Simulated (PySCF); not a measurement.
**CdBi⁺ at LC-ωPBE**

Computed with LC-ωPBE; basis Cd def2-SVP with ECP28, Bi def2-SVP with ECP60; scalar-relativistic core potentials; PySCF 2.14.

For CdBi⁺, the state is ³Σ⁻ (triplet), unpaired electrons π ↑↑, the bond length is 2.832 Å and the harmonic wavenumber is 134 cm⁻¹. The force constant is 0.784 mdyn/Å, the rotational constant Be is 0.02852 cm⁻¹ and the anharmonicity ωexe is 0.369 cm⁻¹. The vibration–rotation constant αe is 9.95e-05 cm⁻¹ and the bond order (Mayer) is 0.96. The dipole moment (positive dipole points towards Bi; it is taken about the centre of mass and depends on that origin) is -4.11 D.

Spin–orbit coupling is left out, which matters for elements this heavy, above all for dissociation energies. The state is the lowest determinant that a PBE0 search found; another state may lie lower at other levels.
